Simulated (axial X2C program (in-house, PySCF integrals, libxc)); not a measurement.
# Spectroscopic constants of LiOs

Computed with an axial X2C code built on PySCF integrals. Spin-free means the one-electron spin-free X2C Hamiltonian; two-component (2c) means X2C with spin–orbit coupling and atomic mean-field two-electron Coulomb and Gaunt terms, so the difference of the two also holds small scalar two-electron terms. Basis: Os dyall-v3z [13s14p9d6f2g], Li dyall-v3z [7s8p2d] (cores contracted in-house); Gaussian nuclei, density fitting, unrestricted open shells. Masses: Os 191.961 u, Li 7.016 u.

The run was started with this input:
```json
{"zs": [76, 3], "q": 0, "bas": ["dyall-v3z", "dyall-v3z"], "levels": ["PBE0", "HF", "TPSS", "BP86"], "cc": false, "r0": 2.62, "npts": 10, "nst": 2, "ntry": 6}
```
```bash
python so2c.py task.json out
```

Keys: zs atomic numbers; q charge; bas basis sets; levels methods; cc coupled cluster on or off; r0 starting distance in Å; npts points on the curve; nst determinants followed; ntry starts of the search. HF also brings MP2.

State, spin-free: M_S = 3/2, Λ = 0 (beyond evenly filled blocks: σα, δ+α, δ-α); electrons by block: σα: 15, σβ: 14, π+α: 8, π+β: 8, π-α: 8, π-β: 8, δ+α: 4, δ+β: 3, δ-α: 4, δ-β: 3, φ+α: 1, φ+β: 1, φ-α: 1, φ-β: 1. Fragments: Os + Li.

State, 2c: Ω = 3/2 (⟨Sz⟩ = 1.34, ⟨Lz⟩ = 0.16 at PBE0); electrons by block: 1/2: 23, -1/2: 22, 3/2: 11, -3/2: 12, 5/2: 5, -5/2: 4, 7/2: 1, -7/2: 1. Fragments: Os + Li.

| Hamiltonian | level | Re (Å) | ωe (cm⁻¹) | αe (cm⁻¹) | De (eV) | D0 (eV) | k (mdyn/Å) | μ (D) |
| --- | --- | --- | --- | --- | --- | --- | --- | --- |
| spin-free | PBE0 | 2.335 | 447.2 | 0.0036 | 1.74 | 1.71 | 0.798 | 4.36 |
| spin-free | HF | 2.446 | 381.3 | 0.00421 | 0.014 | -0.009 | 0.58 | 3.97 |
| spin-free | TPSS | 2.336 | 452.3 | 0.00355 | 2.16 | 2.13 | 0.816 | 4.32 |
| spin-free | BP86 | 2.336 | 449.9 | 0.00362 | 2.14 | 2.11 | 0.807 | 4.60 |
| 2c | PBE0 | 2.347 | 443.0 | 0.00359 | 1.53 | 1.50 | 0.782 | 4.45 |
| 2c | HF | 2.452 | 380.4 | 0.0042 | -0.199 | -0.222 | 0.577 | 4.18 |
| 2c | TPSS | 2.344 | 448.8 | 0.00356 | 1.99 | 1.96 | 0.803 | 4.35 |
| 2c | BP86 | 2.347 | 445.0 | 0.00362 | 1.93 | 1.90 | 0.79 | 4.67 |

Dipoles are positive if Li is the positive end.

Occupations by symmetry block were frozen at the best pattern of an incomplete PBE0 search. De is counted from the lowest determinant-based energies of the atoms at the same level, without counterpoise correction. Density functionals use the spin component along the axis (collinear). Other states lie close and PBE0, whose exact exchange favours high spin, may order them wrongly; the determinant shown need not be the ground state. The nearest other spin-free determinant of the search, M_S = 3/2, Λ = 1, lies 0.41 eV up at the distance of the search. Without a current term, density functionals place determinants with orbital angular momentum somewhat too high. With several unpaired electrons one determinant need not be a pure state. This is the top spin component of a Σ state; components of lower Ω are not single determinants and can lie lower. The determinant is spin-polarised beyond a pure state at some levels (its spin-free form has ⟨S²⟩ too high), which makes Re and μ there less reliable.

No reliable constants came from MP2 (2c), MP2 (spin-free): no minimum in range, unconverged points, a curve that is not smooth, a change of character along it, or the two Hamiltonians disagreeing along it.

Rough cost a point (2c) on 1 thread(s) of a shared host, integrals apart: PBE0 1.5 s, HF 1.7 s, TPSS 1.4 s, BP86 0.6 s.
